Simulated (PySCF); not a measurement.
## Deuteron quadrupole couplings in `CC/C=C(\F)C(F)(F)F`

C₅H₆F₄.
Atom-mapped SMILES: `[CH3:1][CH2:2]/[CH:3]=[C:4](\[F:5])[C:6]([F:7])([F:8])[F:9]` (hydrogens: H10, H11, H12 on C1; H13, H14 on C2; H15 on C3)

Geometry (GFN2-xTB, Å), atoms numbered from 1 in this order:
```
atom  x, y, z in Å
C1    -2.317    0.187    0.194
C2    -1.208   -0.726   -0.330
C3     0.106   -0.345    0.262
C4     1.161    0.048   -0.434
F5     1.164    0.119   -1.780
C6     2.487    0.467    0.154
F7     2.792    1.741   -0.128
F8     3.506   -0.280   -0.291
F9     2.482    0.359    1.491
H10   -3.274   -0.117   -0.220
H11   -2.376    0.137    1.278
H12   -2.127    1.217   -0.096
H13   -1.158   -0.671   -1.418
H14   -1.431   -1.757   -0.044
H15    0.188   -0.369    1.339
```

Level: PBE0/pcSseg-1 (PySCF, non-relativistic); Q(2H) = 0.00286 b; rigid geometry, the same for H and D, with no vibrational averaging.

Question: Rank these positions by the coupling χzz of a deuteron there, largest first.
A. H14 (methylene hydrogen)
B. H15 (vinylic hydrogen)
C. H10 (methyl hydrogen)

Answer: B (217 kHz), C (213 kHz), A (203 kHz).

What are Vzz, η and χzz (234.96 MHz × Q × Vzz) at all hydrogens?

```
atom  bonded to  bond length (Å)  Vzz (au)     η  χzz (kHz)
 H10         C1            1.087    0.3167  0.02        213
 H11         C1            1.087    0.3142  0.03        211
 H12         C1            1.087    0.3137  0.02        211
 H13         C2            1.090    0.3014  0.03        203
 H14         C2            1.093    0.3016  0.02        203
 H15         C3            1.080    0.3229  0.07        217
```

One conformer (not necessarily the lowest) at the GFN2-xTB geometry, without solvent, vibrations or thermal averaging. GFN2-xTB bond lengths can be off by several hundredths of an ångström, more for odd bonds, and the gradients follow them. The small basis limits the accuracy of the gradients.

These values come from a run that also computed NMR shieldings. Time: 21 s. Hardware: one thread, Arm Neoverse V2 (shared host).
